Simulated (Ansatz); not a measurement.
C2H3 (SMILES [C]C): geometry of the low-spin state from B3LYP-D3(BJ)/def2-TZVP.
(charge 0, multiplicity 2):
```tsv
atom	x (Å)	y (Å)	z (Å)
C	0.8865	0.1959	0.2224
C	-0.4694	-0.1414	-0.1039
H	-0.6236	-0.8892	-0.8944
H	-0.7142	0.8512	-0.5511
H	-1.1649	-0.2889	0.7341
```
The high-spin state stands at its own minimum; R- takes a restricted low-spin state.

Programs: Ansatz (Gaussian orbitals). Values without a source in brackets are computed.

The gap E(multiplicity 2) − E(multiplicity 4) (kcal/mol) and the share of exact exchange:

| functional | exact exchange (%) | value |
|---|---|---|
| U-PBE/def2-TZVPP | 0 | -31.39 |
| U-PBE0/def2-TZVPP | 25 | -28.24 |
| U-B3LYP/def2-TZVPP | 20 | -35.39 |
| U-BHLYP/def2-TZVPP | 50 | -33.30 |
| U-r2SCAN/def2-TZVPP | 0 | -23.26 |

Question: Take the value as linear in the share of exact exchange along PBE and PBE0. Give the slope, say whether the sign turns, and set the other functionals against that line.

Answer: 
Slope: (-28.24 − (-31.39))/2.5 = 1.26 kcal/mol for each 10 %. The line keeps its sign from 0 to 100 %. At 50 % it gives -25.1 kcal/mol. From B3LYP to BHLYP the slope is (-33.30 − (-35.39))/3 = 0.70 for each 10 %. BHLYP, at 50 %, lies -8.2 from the PBE line. B3LYP, at 20 %, lies -6.5 from the PBE line. r2SCAN, with none, stands 8.1 from PBE.

Ansatz is a program for electronic structure.
